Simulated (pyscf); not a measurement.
A first-order saddle from PySCF, ωB97X-D3(BJ)/def2-SVP:

```
Si
H 1 1.4841
H 1 1.4881 2 115.44
H 1 1.6717 2 111.90 3 -160.86
P 4 1.7034 1 81.98 2 -102.44
H 5 1.4277 4 84.39 1 -94.33
```
Charge 0, spin multiplicity 2.

Surface: doublet, charge 0. Lowest wavenumbers (cm⁻¹): 1516i, 355, 516, 527, 561.

Q: Which two sides does it connect, and which bonds change?

A: H₃Si–PH• <-> •H₂Si–PH₂, a hydrogen shift read from left to right: H–Si broken and H–P formed. At CCSD(T)/def2-TZVPP + ΔMP2(QZVPP) it lies +1.43 eV from the left side and +1.10 eV from the right (each side as separated species at their lowest minima found). This is the saddle that the search found; another between the same sides may lie lower. The CCSD(T) − MP2 part came from Ansatz, without density fitting, on the same reference.
